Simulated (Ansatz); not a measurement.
Z-matrix (Å, degrees):
```
C
C 1 1.3932
H 2 1.0904 1 123.56
C 2 1.4103 3 123.74 1 179.99
F 4 1.3333 2 122.99 3 -0.01
C 4 1.3816 5 122.99 2 179.99
H 6 1.0888 4 126.55 5 0.05
B 1 1.5207 2 129.12 3 -0.06
H 8 1.2059 1 120.66 2 -179.91
H 8 1.2061 9 120.23 1 -179.99
S 6 1.7131 7 122.70 4 -179.99
```
Charge 0, multiplicity 1.

The numbers are results of Ansatz (a first-principles code) with frozen-core CCSD(T)/cc-pVTZ // B3LYP-D3(BJ)/def2-SVP, not measurements. The restricted HF reference is unstable towards unrestricted orbitals.

```
Quantity                        Value
----------------------  -------------
HF energy               -675.53209 Ha
MP2 correlation energy    -1.15010 Ha
```

Q: Estimate the CCSD correlation energy, the (T) correction, the total energy and the T1 diagnostic.

A: 
```
Item                            Result
-----------------------  -------------
CCSD correlation energy    -1.17614 Ha
(T) correction             -0.06002 Ha
CCSD(T) total energy     -676.76825 Ha
T1 diagnostic                    0.014
```
